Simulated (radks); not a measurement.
Problem. These are the eigenvalues of the occupied orbitals of an atom or ion with whole-number occupations (hartree). Method: scalar-relativistic Kohn-Sham, r2SCAN, spin-unpolarised, spherical densities, finite nucleus; meta-GGA in the generalised Kohn-Sham scheme; Fermi nuclear charge, rms radius of each element as measured or else 0.836 A^(1/3) + 0.57 fm; computed with a radial shooting solver on a logarithmic mesh with Libxc functionals.

| orbital | eigenvalue |
|---|---|
| 1s | -656.5715 |
| 2s | -91.40227 |
| 2p | -81.41996 |
| 3s | -15.17556 |
| 3p | -11.88911 |
| 3d | -6.51389 |
| 4s | -2.06707 |
| 4p | -1.23168 |
| 5s | -0.16847 |
| 4d | -0.12802 |

Which element is it, and in what charge state? The configuration may be excited.

Solution. Z = 40, zirconium, charge 0: Zr in [Kr] 4d2 5s2. The list shows which subshells hold electrons but not how many an open one holds; the 1s level, -656.57 hartree, gives Z - s = 36.2 by -(Z - s)^2/2, which with screening and relativity narrows Z to a few neighbours, and the depths of the outer levels then fix element, charge and occupations together.
